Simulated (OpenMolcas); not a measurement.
Cr2+ (d4) among equal point charges was computed by CASSCF with the d shell active (OpenMolcas, ANO-RCC-VDZP on the metal). Its lowest spin-free states, and all those of the highest spin:

| 2S+1 | Degeneracy | E (cm-1) |
| --- | --- | --- |
| 5 | 1 | 0.0 |
| 5 | 1 | 2903 |
| 5 | 1 | 4011 |
| 5 | 2 | 4980 |
| 3 | 2 | 19767 |
| 3 | 1 | 20004 |
| 3 | 1 | 20132 |
| 3 | 1 | 21525 |
| 3 | 2 | 22172 |
| 3 | 1 | 22415 |
| 3 | 2 | 22542 |
| 3 | 1 | 22693 |

Problem. Is the site octahedral, tetrahedral or cube-like, axial, or of lower symmetry?

Solution. The states with 2S+1 = 5 have orbital degeneracies 1, 1, 1, 2. There are pairs but no triples, so the site is axial: not cubic, but with a proper or improper axis of order three or more. The run had Cr2+ among 5 point charges of -1 e arranged as a square pyramid (C4v), 2.09 Å from the ion, with the axial distance 1.797 Å.

Without dynamic correlation the repulsion within the d shell is too large (B by tens of per cent), so at a given field states of lower spin stand too high. The ground term spreads over less than 5000 cm-1, several times less than with real ligands, so orbital moments are less quenched and χT lies further from the spin-only value than at real sites. Point charges carry no covalency, so the field is a model and not that of real ligands. An unlabelled pair can be two single states that coincide in this model. No measured value stands beside these numbers.
